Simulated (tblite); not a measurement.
Cost against size for one kind of job: tblite 0.8.0, GFN2-xTB Langevin dynamics, gas phase; work: Langevin dynamics, 2000 steps. Hardware: Arm Neoverse V1, one thread, shared host. Other jobs ran on the host; a repeat could differ by tens of per cent or more. Peak memory is the resident size of the whole Python process, interpreter and libraries included.

```json
{"species (SMILES)": "O=S1(=O)CCCO1", "atoms": "13", "electrons": "64", "wall time": "10 s", "peak memory": "0.18 GiB"}
{"species (SMILES)": "C/C=C/S(=O)(=O)O", "atoms": "13", "electrons": "64", "wall time": "10 s", "peak memory": "0.19 GiB"}
{"species (SMILES)": "O=C([O-])C1=C[C@@H]2C=C[C@H]12", "atoms": "14", "electrons": "64", "wall time": "11 s", "peak memory": "0.19 GiB"}
{"species (SMILES)": "CC(C)(C#CC#N)C(=O)[O-]", "atoms": "16", "electrons": "72", "wall time": "?", "peak memory": "?"}
{"species (SMILES)": "C[SiH]1NCCN1", "atoms": "16", "electrons": "56", "wall time": "11 s", "peak memory": "0.18 GiB"}
{"species (SMILES)": "[SiH3]C[SiH]1P[SiH2]P1", "atoms": "16", "electrons": "88", "wall time": "?", "peak memory": "?"}
```

Estimate the withheld figures.

`CC(C)(C#CC#N)C(=O)[O-]`: 13 s, 0.18 GiB; `[SiH3]C[SiH]1P[SiH2]P1`: 21 s, 0.25 GiB.

Which species took longest, and how many times the shortest run?

`[SiH3]C[SiH]1P[SiH2]P1`, at 21 s: about 2.1 times the shortest (10 s).
